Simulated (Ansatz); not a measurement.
bis(4-tert-butylphenyl)iodonium hydroxide, `CC(C)(C)c1ccc([I+]c2ccc(C(C)(C)C)cc2)cc1.[OH-]`. Total charge 0; singlet. Geometry PBE-D4/def2-SVP.

```xyz
49

C    -5.6988    0.2077    4.3727
C    -4.5002    1.1354    4.6770
C    -4.0179    0.8489    6.1098
C    -4.9564    2.6106    4.6026
C    -3.3961    0.8950    3.6320
C    -3.6674    1.1060    2.2609
C    -2.6978    0.8976    1.2687
C    -1.4213    0.4691    1.6498
I     0.3620    0.1428    0.3196
C     1.6196   -0.2993   -1.4921
C     1.2957   -0.0401   -2.8256
C     2.2444   -0.3134   -3.8281
C     3.5140   -0.8452   -3.5240
C     4.5656   -1.1657   -4.6012
C     5.8579   -0.3699   -4.3079
C     4.0814   -0.7975   -6.0144
C     4.8734   -2.6807   -4.5704
C     3.8066   -1.0946   -2.1644
C     2.8711   -0.8267   -1.1543
C    -1.1177    0.2506    2.9947
C    -2.1005    0.4640    3.9786
H    -5.3969   -0.8583    4.4195
H    -6.1194    0.3945    3.3645
H    -6.5115    0.3686    5.1116
H    -4.8421    1.0350    6.8278
H    -3.1706    1.5030    6.3994
H    -3.6990   -0.2057    6.2356
H    -5.3533    2.8694    3.6009
H    -5.7591    2.8064    5.3439
H    -4.1132    3.2978    4.8184
H    -4.6678    1.4459    1.9489
H    -2.9183    1.0596    0.2054
H     0.3074    0.3716   -3.0708
H     1.9718   -0.0991   -4.8711
H     6.2849   -0.6242   -3.3173
H     6.6311   -0.5909   -5.0730
H     5.6631    0.7218   -4.3205
H     3.1720   -1.3634   -6.3011
H     3.8575    0.2847   -6.1054
H     4.8700   -1.0385   -6.7559
H     5.6362   -2.9383   -5.3346
H     5.2634   -3.0014   -3.5837
H     3.9608   -3.2746   -4.7807
H     4.7845   -1.5142   -1.8800
H     3.1325   -1.0377   -0.1012
H    -0.1124   -0.0925    3.3009
H    -1.8374    0.2810    5.0296
O    -1.1576    0.2748   -1.1859
H    -1.3940   -0.6697   -1.3092
```

In the def2 sets I takes a core potential; there is no spin–orbit coupling. Single mean-field runs in def2-SVP, def2-TZVP are fitted with def2-universal-jkfit. The restricted singlet is unstable towards broken spin symmetry in Hartree–Fock (as tested in another run); at HF/def2-TZVP this wasn't settled.

**Question.** Estimate the orbital energies around the gap (eV) in Ansatz with HF/def2-TZVP, PBE-D4/def2-TZVP, r2SCAN-D4/def2-TZVP, PBE0-D4/def2-SVP, BHLYP-D4/def2-TZVP.

**Answer.** 
```csv
orbital,HF/def2-TZVP,PBE-D4/def2-TZVP,r2SCAN-D4/def2-TZVP,PBE0-D4/def2-SVP,BHLYP-D4/def2-TZVP
HOMO−13,-13.40,-8.39,-8.72,-9.82,-11.24
HOMO−12,-12.74,-8.04,-8.33,-9.38,-10.71
HOMO−11,-12.72,-8.02,-8.31,-9.36,-10.68
HOMO−10,-12.69,-7.92,-8.21,-9.29,-10.63
HOMO−9,-12.60,-7.71,-7.99,-9.08,-10.41
HOMO−8,-12.40,-7.60,-7.89,-8.97,-10.32
HOMO−7,-12.34,-7.58,-7.86,-8.94,-10.27
HOMO−6,-12.22,-7.13,-7.43,-8.36,-9.82
HOMO−5,-11.21,-6.43,-6.78,-8.01,-9.48
HOMO−4,-9.11,-6.25,-6.44,-7.21,-8.01
HOMO−3,-9.06,-6.21,-6.40,-7.17,-7.97
HOMO−2,-8.95,-6.04,-6.23,-7.04,-7.84
HOMO−1,-8.52,-5.61,-5.78,-6.55,-7.33
HOMO,-8.39,-5.38,-5.55,-6.32,-7.24
LUMO,1.21,-2.99,-2.92,-2.13,-1.30
LUMO+1,3.07,-1.32,-1.16,-0.33,0.58
LUMO+2,3.22,-1.22,-1.05,-0.17,0.72
LUMO+3,3.27,-1.20,-1.03,-0.17,0.74
LUMO+4,3.57,-0.95,-0.76,0.11,1.04
LUMO+5,3.61,-0.29,-0.03,0.78,1.48
```
